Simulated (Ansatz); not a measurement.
Calculated with Ansatz (gas phase, PBE0-D4/def2-TZVP geometries, no zero-point term in ΔE). CCSD(T)/CBS is the MP2 limit (def2-TZVPP, def2-QZVPP) plus CCSD(T) − MP2 in def2-TZVPP, frozen cores. This one scheme is used for every species. DFT in def2-TZVPP. B3LYP here is the variant with VWN-RPA as its local correlation; programs differ in this. Each species was taken in one conformer, which may not be the lowest.

Consider the ligand exchange at the Al–N bond: `[AlH2][NH][SiH2]O[SiH3]` + `[SiH3]N[SiH3]` → `[AlH2][N]([SiH3])[SiH3]` + `N[SiH2]O[SiH3]`.

`[AlH2][NH][SiH2]O[SiH3]`:

Z-matrix (Å, degrees):
```
Si
N 1 1.715
O 1 1.637 2 113.3
H 1 1.487 2 109.9 3 -120.2
H 1 1.481 2 107.5 3 118.0
Al 2 1.786 1 128.6 3 -99.0
H 2 1.012 1 114.9 3 80.0
Si 3 1.631 1 147.1 2 -83.9
H 6 1.583 2 117.6 1 179.9
H 6 1.580 2 117.8 1 -0.4
H 8 1.486 3 109.9 1 94.3
H 8 1.488 3 110.5 1 -25.8
H 8 1.484 3 109.0 1 -146.0
```

`[SiH3]N[SiH3]`:

Z-matrix (Å, degrees):
```
Si
N 1 1.726
H 1 1.490 2 112.6
H 1 1.484 2 107.4 3 119.9
H 1 1.489 2 110.9 3 -120.0
Si 2 1.726 1 128.9 3 -109.8
H 2 1.011 1 115.5 3 66.2
H 6 1.490 2 112.6 1 109.8
H 6 1.484 2 107.4 1 -10.1
H 6 1.488 2 110.9 1 -130.1
```

`[AlH2][N]([SiH3])[SiH3]`:

Cartesian coordinates in Å:
```
Al 0.265 -0.736 -1.793
N 0.022 -0.060 -0.147
Si 1.247 -0.213 1.077
Si -1.447 0.768 0.276
H -0.896 -0.550 -2.848
H 1.627 -1.478 -2.094
H 0.728 -0.960 2.256
H 1.689 1.127 1.552
H 2.412 -0.940 0.512
H -2.356 0.781 -0.898
H -1.164 2.170 0.691
H -2.127 0.090 1.414
```

`N[SiH2]O[SiH3]`:

```xyz
11

N     1.592    0.385    1.695
Si    0.152   -0.256    1.054
O    -0.111    0.120   -0.520
Si   -1.049   -0.013   -1.846
H     2.488   -0.012    1.465
H     1.670    1.361    1.931
H     0.237   -1.734    1.157
H    -0.974    0.299    1.845
H    -2.403    0.544   -1.585
H    -0.413    0.745   -2.952
H    -1.188   -1.439   -2.245
```

| level | ΔE (kJ/mol) |
| --- | --- |
| BHLYP-D4 | 1.0 |
| B3LYP | 5.2 |

**Question.** What does CCSD(T)/CBS give? (Best estimate.)

**Answer.** Ansatz gave: -0.7 kJ/mol. The listed levels differ from it by 1.7, 5.9 kJ/mol.

Largest T1 diagnostic among the species: 0.012.

In def2-TZVPP, CCSD(T) changes the Hartree–Fock value by −8.8 kJ/mol (the triples alone add −1.6 kJ/mol) and MP2 by −9.7 kJ/mol. The D4 term adds −3.9 kJ/mol with B3LYP and −1.9 kJ/mol with PBE0; it sums over pairs of atoms, weighted by their polarisabilities, and B3LYP, whose exchange is more repulsive, gets the larger term. Leaving LDA and LC-ωPBE aside and taking each functional with its dispersion term where it has one, the values, not all of them listed here, spread over 4.8 kJ/mol, from PBE-D4 to CAM-B3LYP-D4. LDA lies −4.2 kJ/mol from PBE without D4.
